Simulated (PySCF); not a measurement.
## Worked example: entropy of an ideal gas

GeH₃O₃, SMILES [OH][Ge]([OH])[OH] (connectivity only; charge and spin as stated), charge +1, multiplicity 1.

Geometry optimised at PBE-D3(BJ)/def2-SVP. The multiplicity is an assumed one; other spin states were not compared. The isomer is the one that the SMILES or the coordinates give; other isomers of the formula were not compared. The values are those of a single conformer.

PBE-D3(BJ)/def2-SVP in PySCF 2.14.0 gives the harmonic wavenumbers 183, 204, 214, 271, 358, 410, 696, 777, 795, 859, 911, 920, 3633, 3639, 3655 cm⁻¹ and the rotational temperatures 0.3279, 0.2855, 0.1526 K. The molar mass is 123.65 g/mol, the symmetry number 1, the spin multiplicity 1.

**Question.** Work out the entropy at 298.15 K and 1 atm in the rigid-rotor, harmonic-oscillator model.

**Answer.** 
Translation (Sackur–Tetrode at 1 atm): S = R[1.5 ln M + 2.5 ln T − 1.16487] = 168.8 J/(mol K).
Rotation: q = (√π/σ) T^1.5/√(θA θB θC) = 76300, S = R[ln q + 3/2] = 106.0 J/(mol K).
Vibration: with u = 1.4388 ν/T, each mode gives R[u/(e^u − 1) − ln(1 − e^−u)]:
```json
[
 {"ν (cm⁻¹)": "183", "modes": "1", "u": "0.88", "S (J/(mol K))": "9.61"},
 {"ν (cm⁻¹)": "204", "modes": "1", "u": "0.98", "S (J/(mol K))": "8.77"},
 {"ν (cm⁻¹)": "214", "modes": "1", "u": "1.03", "S (J/(mol K))": "8.41"},
 {"ν (cm⁻¹)": "271", "modes": "1", "u": "1.31", "S (J/(mol K))": "6.65"},
 {"ν (cm⁻¹)": "358", "modes": "1", "u": "1.73", "S (J/(mol K))": "4.73"},
 {"ν (cm⁻¹)": "410", "modes": "1", "u": "1.98", "S (J/(mol K))": "3.88"},
 {"ν (cm⁻¹)": "696", "modes": "1", "u": "3.36", "S (J/(mol K))": "1.30"},
 {"ν (cm⁻¹)": "777", "modes": "1", "u": "3.75", "S (J/(mol K))": "0.95"},
 {"ν (cm⁻¹)": "795", "modes": "1", "u": "3.84", "S (J/(mol K))": "0.88"},
 {"ν (cm⁻¹)": "859", "modes": "1", "u": "4.15", "S (J/(mol K))": "0.69"},
 {"ν (cm⁻¹)": "911", "modes": "1", "u": "4.40", "S (J/(mol K))": "0.56"},
 {"ν (cm⁻¹)": "920", "modes": "1", "u": "4.44", "S (J/(mol K))": "0.54"}
]
```
The stiffer modes add less than 0.005 each. Sum 47.0 J/(mol K).
Spin: R ln 1 = 0.0 J/(mol K).
Total 321.8 J/(mol K); the program's own thermochemistry gives 321.7. Translation makes up 52 % and vibration 15 %. Anharmonicity, hindered rotation and orbital degeneracy are left out.
